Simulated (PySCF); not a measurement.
CH₈O₃Si₂, SMILES C[Si](O)(O)[SiH2]O.

Coordinates come from a TPSSh-D3(BJ)/def2-SVP optimisation. This is a generated structure with no PubChem entry under its InChIKey; it may be hypothetical. Other conformers were not sampled.

All values below come from PySCF with M06-2X/def2-TZVP.

Problem. Estimate the frontier levels, gap, dipole moment and polarisability. (An estimate is asked for; the answer gives what the named calculation found.)

Solution. 
The highest occupied level is -8.83 eV, the lowest empty level comes out as 0.31 eV and the orbital gap comes out as 9.14 eV. The dipole moment is 1.08 D. The quadrupole, principal values (traceless, Buckingham form, about the centre of nuclear charge) is -12.08, -3.49, 15.57 D·Å. The mean static polarisability is 73.1 bohr³ (10.83 Å³) and the polarisability, principal values is 66.0, 68.9, 84.3 bohr³.
